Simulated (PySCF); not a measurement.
# Correlation energy of P⁺ (phosphorus, charge +1)

[Ne] 3s2 3p2, high-spin 3P determinant. Computed with PySCF 2.14 in aug-cc-pCVTZ-DK with one added diffuse shell each of s, p, d, f type (9s8p6d4f, 91 functions), with the spin-free X2C one-electron Hamiltonian (Gaussian nucleus). Frozen: 1s2; 12 electrons correlated.

```json
{"level": "CCSD", "correlation energy (mhartree)": "-373.91"}
{"level": "(T)", "correlation energy (mhartree)": "-4.92"}
{"level": "CCSD(T)", "correlation energy (mhartree)": "-378.83"}
```

Diagnostics: T1 = 0.0069, D1 = 0.0271, largest double amplitude 0.096.

Is a single reference adequate?

Mostly. T1 lies below 0.03, but a double amplitude of this size points to a near-degeneracy that CCSD handles and MP2 describes poorly.
